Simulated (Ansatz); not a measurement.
`BrC1BO1`, relaxed with RKS PBE0-D4/def2-TZVP in the Gaussian-basis code of Ansatz from a PBE-D4/def2-SVP geometry. The force threshold is 0.005 eV/Å; the program also tests the step.

The species carries charge 0 and has multiplicity 1.

Start:

```xyz
6

Br    2.125   -0.263    0.494
C     0.241    0.176    0.502
B    -0.602    0.048   -0.756
O    -0.670   -0.949    0.148
H    -0.029    0.678    1.446
H    -1.065    0.310   -1.833
```

| step | energy (eV) | largest force (eV/Å) | largest move (Å) |
| --- | --- | --- | --- |
| 1 | -73827.6575 | 0.673 | 0.000 |
| 2 | -73827.6824 | 0.316 | 0.020 |
| 3 | -73827.6863 | 0.091 | 0.014 |
| 4 | -73827.6869 | 0.040 | 0.008 |
| 5 | -73827.6869 | 0.022 | 0.001 |
| 6 (rejected) | -73827.6869 | 0.023 | 0.002 |
| 7 | -73827.6870 | 0.002 | 0.001 |

End:

```xyz
6

Br    2.102   -0.261    0.491
C     0.235    0.171    0.497
B    -0.598    0.050   -0.749
O    -0.657   -0.938    0.149
H    -0.029    0.669    1.421
H    -1.052    0.308   -1.808
```

Hardware: 4 threads of a server CPU on a shared host. Wall time 17 s, peak host memory 0.34 GiB.
